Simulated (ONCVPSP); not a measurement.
**Pseudopotential generation for zirconium (Zr): ONCV, BLYP, scalar-relativistic.**

| Quantity | Value |
| --- | --- |
| Element | zirconium (Zr) |
| Generator | ONCVPSP 4.0.1 |
| Type | optimised norm-conserving Vanderbilt (ONCV) |
| Functional | BLYP |
| Relativity | scalar-relativistic |
| Frozen core | [Ar] 3d10 |
| Valence charge | 12 |
| Reference configuration | 4s2 4p6 4d2 5s1 (charge +1) |
| Partial waves | 4s+5s: rc 2.00 bohr, ncon 3, nbas 7, qcut 6.1 1/bohr, 2 projectors; 4p: rc 1.65 bohr, ncon 4, nbas 8, qcut 6.8 1/bohr, 2 projectors, debl 3.6 Ha; 4d: rc 2.95 bohr, ncon 3, nbas 8, qcut 4.4 1/bohr, 3 projectors, debl 1.4 Ha |
| Local potential | polynomial inside 1.60 bohr (lpopt 5, dvloc0 0 Ha) |
| Core correction | polynomial model core, fcfact 0.6 |

All-electron outer shells of the reference configuration (BLYP, scalar-relativistic, ld1.x):

```tsv
shell	level (eV)	outermost node (bohr)	outermost maximum (bohr)
3d	-181.27	–	0.35
4s	-61.02	0.55	1.08
4p	-38.95	0.56	1.17
5s	-9.95	1.46	3.00
4d	-9.86	0.58	1.59
```

What the tests gave:

```json
{"Cutoffs needed": "16 Ha and 21 Ha (the cutoffs (Ha) at which the residual kinetic energy of the hardest occupied pseudo-wave falls to 1 and 0.1 mHa per electron)", "Ghost test": "no bound ghost flagged; no localised positive-energy state flagged", "Largest excitation error": "+103 meV (all-electron minus pseudo) for 4s2 4p6 4d1 5s0, out of 4 test configurations", "rms error of d²Exc/dni dnj": "3.61 mHa without and 1.67 mHa with the model core"}
```

Generation and tests took about 3.6 s on one core of a shared server CPU.
